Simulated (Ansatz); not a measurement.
Stepwise reaction of `C=[CH][Sn]([Cl])([Cl])[Cl]` with hydrogen, as a gas-phase model of exchange steps in deposition or etching. ΔE in kJ/mol; ΔG adds harmonic PBE0-D4 terms to CCSD(T)/CBS, at 1 bar.

Calculated with Ansatz (gas phase, PBE0-D4/def2-TZVP geometries, no zero-point term in ΔE). CCSD(T)/CBS is the MP2 limit (def2-TZVPP, def2-QZVPP) plus CCSD(T) − MP2 in def2-TZVPP, frozen cores. This one scheme is used for every species. DFT in def2-TZVPP. B3LYP here is the variant with VWN-RPA as its local correlation; programs differ in this. def2 core potentials past Kr. For Sn outer-core shells are correlated without core-valence functions, which leaves a few kJ/mol of doubt a bond. One conformer a species, not always the lowest.

```tsv
step	reaction	PBE-D4	B3LYP-D4	ωB97M-V	CCSD(T)/CBS	ΔG(400 K)
2	`C=[CH][SnH]([Cl])[Cl]` + H₂ → `C=[CH][SnH2][Cl]` + HCl	79.8	81.0	77.4	82.0	74.9
3	`C=[CH][SnH2][Cl]` + H₂ → `C=[CH][SnH3]` + HCl	77.5	80.1	77.0	81.8	76.1
```

Task: Give the row of step 1, `C=[CH][Sn]([Cl])([Cl])[Cl]` + H₂ → `C=[CH][SnH]([Cl])[Cl]` + HCl. (Estimate.)

Result: Computed: 
| step | reaction | PBE-D4 | B3LYP-D4 | ωB97M-V | CCSD(T)/CBS | ΔG(400 K) |
| --- | --- | --- | --- | --- | --- | --- |
| 1 | `C=[CH][Sn]([Cl])([Cl])[Cl]` + H₂ → `C=[CH][SnH]([Cl])[Cl]` + HCl | 71.5 | 72.4 | 68.2 | 72.0 | 66.6 |

Task: By hand: ΔE of the 3 steps together at CCSD(T)/CBS.

Result: (72.0) + (82.0) + (81.8) = 235.8 kJ/mol, or 78.6 kJ/mol a step.

In ΔE step 1 is the lowest and step 2 the highest. All are uphill at CCSD(T)/CBS. ΔG lies between 66.6 and 76.1 kJ/mol a step. PBE-D4 differs from CCSD(T)/CBS by -4.3 to -0.5 kJ/mol a step. Only this route is followed, and other bonds may react first. Isolated molecules leave out the surface, adducts and barriers. Largest T1 diagnostic: 0.013.
